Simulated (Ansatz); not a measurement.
Geometry optimisation, DFT PBE-D3(BJ), scalar-relativistic, plane waves, PAW in Ansatz 0.2.0.

Input file:

```yaml
crystal:
  lattice:
    - [0.0, 5.66, 5.66]
    - [5.66, 0.0, 5.66]
    - [5.66, 5.66, 0.0]
  atoms:
    - { symbol: Ge, position: [0.0, 0.0, 0.0] }
    - { symbol: Ge, position: [0.125, 0.125, 0.125] }
    - { symbol: Ge, position: [0.0, 0.0, 0.5] }
    - { symbol: Ge, position: [0.125, 0.125, 0.625] }
    - { symbol: Ge, position: [0.0, 0.5, 0.0] }
    - { symbol: Ge, position: [0.125, 0.625, 0.125] }
    - { symbol: Ge, position: [0.0, 0.5, 0.5] }
    - { symbol: Ge, position: [0.125, 0.625, 0.625] }
    - { symbol: Ge, position: [0.5, 0.0, 0.0] }
    - { symbol: Ge, position: [0.625, 0.125, 0.125] }
    - { symbol: Ge, position: [0.5, 0.0, 0.5] }
    - { symbol: Ge, position: [0.625, 0.125, 0.625] }
    - { symbol: Ge, position: [0.5, 0.5, 0.0] }
    - { symbol: Ge, position: [0.625, 0.625, 0.125] }
    - { symbol: Ge, position: [0.5, 0.5, 0.5] }
    - { symbol: Ge, position: [0.625, 0.625, 0.625] }
    - { symbol: "N", position: [0.7597956, 0.749553, 0.7414225] }
basis:
  ecutwfc: 420.0
kpoints:
  mp_grid: { grid: [2, 2, 2] }
hamiltonian:
  xc: pbe
  dispersion: d3bj
scf:
  occupations: { method: fermi_dirac, width: 0.1 }
  lower_state_search: "off"
relax:
  f_tol: 0.08
  max_steps: 25
  adjacent_minimum: "off"
```

Command:

```bash
$ ansatz run input.yaml --threads 2 --pin off --max-ram 5120MiB --backend cpu --events-out ev --progress --plain --runs-dir out
```

Q: Where does it end, and by what steps?

A: The run converged. The threshold is loose, so the end isn't yet a minimum. The force dipped under the threshold on the way, but the program's further checks kept it going. Limits of this set-up: coarse k mesh, odd electron count without spin. After 10 steps the energy has fallen by 1.303 eV; N17 moved furthest, 0.93 Å.

| step | energy less start (eV) | largest force component (eV/Å) | accepted |
| --- | --- | --- | --- |
| 0 | 0.0000 | 0.603 | yes |
| 1 | -0.2059 | 0.379 | yes |
| 2 | -0.4552 | 0.423 | yes |
| 3 | -0.6296 | 0.595 | yes |
| 4 | -0.7726 | 0.544 | yes |
| 5 | -0.9750 | 0.574 | yes |
| 6 | -1.1254 | 0.436 | yes |
| 7 | -1.2496 | 0.200 | yes |
| 8 | -1.2870 | 0.209 | yes |
| 9 | -1.3027 | 0.061 | yes |
| 10 | -1.3027 | 0.062 | yes |

```xyz
17
Lattice="0.0000 5.6600 5.6600 5.6600 0.0000 5.6600 5.6600 5.6600 0.0000" Properties=species:S:1:pos:R:3
Ge 0.207 0.213 -0.207
Ge 1.459 1.462 1.505
Ge 2.924 2.928 0.234
Ge 4.449 4.451 1.211
Ge 2.847 -0.060 2.813
Ge 4.155 1.462 4.201
Ge 5.426 2.928 2.736
Ge 7.211 3.955 4.109
Ge -0.063 2.851 2.814
Ge 1.458 4.161 4.202
Ge 2.924 5.428 2.736
Ge 3.952 7.215 4.109
Ge 2.846 2.851 5.723
Ge 4.342 4.345 6.978
Ge 5.773 5.772 5.547
Ge 7.211 7.215 7.368
N 7.918 7.920 9.062
```

Time of the run: 80 s on 2 threads of Arm Neoverse V2, on a shared host, peak memory 0.99 GiB.
